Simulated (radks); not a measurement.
Task: These are the eigenvalues of the occupied orbitals of an atom or ion with whole-number occupations (eV). Method: non-relativistic Kohn-Sham, BLYP, spin-polarised, spherical densities, point nucleus; computed with a radial shooting solver on a logarithmic mesh with Libxc functionals.

| orbital | eigenvalue |
|---|---|
| 1s | -74343.87 |
| 2s | -13471.18 |
| 2p | -12998.11 |
| 3s | -4122.755 |
| 3p | -3903.224 |
| 3d | -3494.692 |
| 4s | -1729.170 |
| 4p | -1632.440 |
| 4d | -1457.466 |

Which element is it, and in what charge state? The configuration may be excited. Open shells, if any, are filled with parallel spins first.

Result: Z = 79, gold, charge +33: Au33+ in [Kr] 4d10. The list shows which subshells hold electrons but not how many an open one holds; the 1s level, -2732.1 hartree, gives Z - s = 73.9 by -(Z - s)^2/2, which with screening narrows Z to a few neighbours, and the depths of the outer levels then fix element, charge and occupations together.
